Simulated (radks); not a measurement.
Polarisability of the neon ion Ne3+, [He] 2s2 2p3, at imaginary frequency. Method: non-relativistic Kohn-Sham, LB94 model potential, spin-unpolarised, spherical densities, point nucleus; computed with a radial shooting solver on a logarithmic mesh with Libxc functionals. Response by self-consistent Sternheimer equations with the Hartree and adiabatic LDA kernel.

w (hartree),alpha1(iw) (bohr^3)
0.00266,0.6323
0.0143,0.6322
0.0360,0.6318
0.0697,0.6306
0.118,0.6276
0.186,0.6208
0.280,0.6073
0.413,0.5822
0.605,0.5397
0.892,0.4758
1.35,0.3912
2.12,0.2888
3.59,0.1744
6.94,0.07257
17.5,0.01559

Static values: alpha1 = 0.6323 bohr^3 (0.09369 angstrom^3; uncoupled 0.8776). C6 = 0.5742, triple-dipole C9 = 0.2473 atomic units. One-pole (London) frequency 4 C6 / (3 alpha1^2) = 1.915 hartree, against 3.360 for minus the highest occupied eigenvalue.
